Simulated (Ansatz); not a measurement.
Reactions of `F[Si]Br`.

Isolated molecules relaxed with PBE0-D4/def2-TZVP in Ansatz; ΔE leaves out vibrations. CCSD(T)/CBS is the MP2 limit (def2-TZVPP, def2-QZVPP) plus CCSD(T) − MP2 in def2-TZVPP, frozen cores. This one scheme is used for every species, atoms too. DFT in def2-TZVPP. No spin–orbit coupling; open shells (•) take unrestricted orbitals. Spin–orbit coupling would lower the free atoms: a little for F, Si; clearly for Br. Bonds to Br, Ge are less sure, by a few kJ/mol each and by 10 to 20 or more in all where they break to atoms, as the def2 sets lack core-valence functions. Scalar relativity is left out up to krypton. One conformer a species, not always the lowest.

```
                                               reaction  PBE0-D4 (kcal/mol)  CCSD(T)/CBS(def2) (kcal/mol)
                             `F[Si]Br` → F• + `[Si]Br`•               142.3                         148.4
        `F[Si]Br` + `C[SiH2]N` → `N[Si]Br` + `C[SiH2]F`                -9.0                          -9.2
                      `F[Si]Br` + H₂O → `O[Si]Br` + H–F                 5.1                           5.6
                       `F[Si]Br` + H₂S → `F[Si]S` + HBr                 8.4                           9.0
          `F[Si]Br` + `O[SiH3]` → `[SiH3]O[Si]Br` + H–F                 2.2                           1.6
                        `F[Si]Br` + H₂ → `F[SiH]` + HBr                34.6                          33.6
`F[Si]Br` + `[SH][Ge][Br]` → `Br[Si]Br` + `[F][Ge][SH]`                14.0                          14.7
                             `F[Si]Br` → Br• + F• + Si•               233.7                         239.3
```

Largest T1 diagnostic: 0.015, for `F[Si]S`.
